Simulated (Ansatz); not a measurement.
System: C5H10O (charge 0, singlet). SMILES: C(CC)C(C)=O
Coordinates optimised at B3LYP-D3(BJ)/def2-TZVP (Ansatz, a quantum-chemistry and plane-wave program):
```xyz
16

C      2.6548     0.6062    -0.4687
C      1.4557    -0.2146    -0.0040
C      0.1343     0.5021    -0.2417
C     -1.0922    -0.2732     0.2023
O     -1.0133    -1.3738     0.6969
C     -2.4267     0.4088    -0.0080
H      2.7104     1.5620     0.0585
H      2.5971     0.8233    -1.5384
H      3.5903     0.0741    -0.2889
H      1.4359    -1.1778    -0.5180
H      1.5479    -0.4486     1.0586
H      0.0080     0.7441    -1.3041
H      0.1191     1.4720     0.2705
H     -2.5676     0.6478    -1.0650
H     -2.4566     1.3550     0.5382
H     -3.2327    -0.2365     0.3333
```
Charge 0, spin multiplicity 1.

Quantity: atomisation energy (electronic, to ground-state atoms), in eV. Valence correlation only, unless marked. UHF or UKS for open shells. No spin-orbit coupling. No relativistic terms. The coupled-cluster limit lacks core correlation, which all-electron functionals hold. CBS(X,Y): correlation extrapolated as X^-3; Hartree-Fock from the larger set.

```
level           program  atomisation energy (eV)
--------------  -------  -----------------------
HF/aug-cc-pVTZ   Ansatz                    50.68
```

Problem. What does CCSD(T)/CBS(cc-pVTZ,cc-pVQZ) (Ansatz) give?

Solution. 67.87 eV, so HF/aug-cc-pVTZ differs from it by -17.19 eV.
